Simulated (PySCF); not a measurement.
# Working out the ionisation energy of S²⁺

S²⁺ [Ne] 3s2 3p2 (3P) → S³⁺ [Ne] 3s2 3p1 (2P). Computed with PySCF 2.14 in an even-tempered Gaussian basis (21 s from 0.028 bohr⁻², ratio 2.5; 14 p from 0.036 bohr⁻², ratio 2.5; 6 d from 0.67 bohr⁻², ratio 2.7; 5 f from 1 bohr⁻², ratio 2.7), with scalar relativity by spin-free X2C-1e. Frozen: 1s2; the 23 highest virtual orbitals dropped. Energies in hartree (1 hartree = 27.21139 eV):

| part | S²⁺ (lower) | S³⁺ (upper) |
| --- | --- | --- |
| UHF | -397.422751 | -396.167957 |
| MP2 opposite-spin | -0.288350 | -0.279097 |
| MP2 same-spin | -0.098162 | -0.090078 |

**Question.** What does Hartree-Fock give?

**Answer.** (-396.167957) − (-397.422751) = 1.254794 hartree = 34.145 eV.

**Question.** What do MP2 and SCS-MP2 (6/5 opposite-spin, 1/3 same-spin) give?

**Answer.** The opposite-spin parts differ by 0.252 eV and the same-spin parts by 0.220 eV. MP2: 34.145 + (0.252) + (0.220) = 34.617 eV. SCS-MP2: 34.145 + 1.2 × (0.252) + (0.220)/3 = 34.521 eV.

A first-order spin-orbit estimate adds -0.009 eV to MP2 (outer shells), giving 34.608 eV against 34.86 ± 0.04 eV (semi-empirical (NIST evaluation); NIST Atomic Spectra Database, ionization energies).

What remains against the reference includes basis incompleteness, the frozen core and correlation beyond second order.
